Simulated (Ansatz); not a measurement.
Consider the isomerisation: `FC1=CCCC1F` → `F[C@H]1C=CC[C@@H]1F`.

Calculated with Ansatz (gas phase, PBE0-D4/def2-TZVP geometries, no zero-point term in ΔE). CCSD(T)/CBS adds triple-zeta CCSD(T) − MP2 to the extrapolated MP2 energy (def2 sets, frozen cores). DFT in def2-TZVPP. B3LYP here is the variant with VWN-RPA as its local correlation; programs differ in this.

| level | ΔE (kJ/mol) |
| --- | --- |
| ωB97X-V | -1.7 |
| ωB97M-V | -1.5 |
| B3LYP | -0.8 |
| r2SCANh | 1.7 |
| LC-ωPBE | 2.2 |
| SCS-MP2/def2-TZVPP | -2.6 |
| CCSD/def2-TZVPP | -3.3 |
| CCSD/CBS(def2) | -4.8 |

(1) What does CCSD(T)/CBS give? (Best estimate.)

Largest T1 diagnostic among the species: 0.011.

Results:

(1) The calculation gave: -3.9 kJ/mol. The listed levels differ from it by 2.2, 2.4, 3.1, 5.6, 6.1, 1.3, 0.6, -0.9 kJ/mol.

Leaving LDA and LC-ωPBE aside and taking each functional with its dispersion term where it has one, the values, not all of them listed here, spread over 8.9 kJ/mol, from BHLYP-D4 to PBE-D4. At CCSD(T), def2-SVP lies +4.1 kJ/mol from the extrapolated value and def2-TZVPP +1.5 kJ/mol.
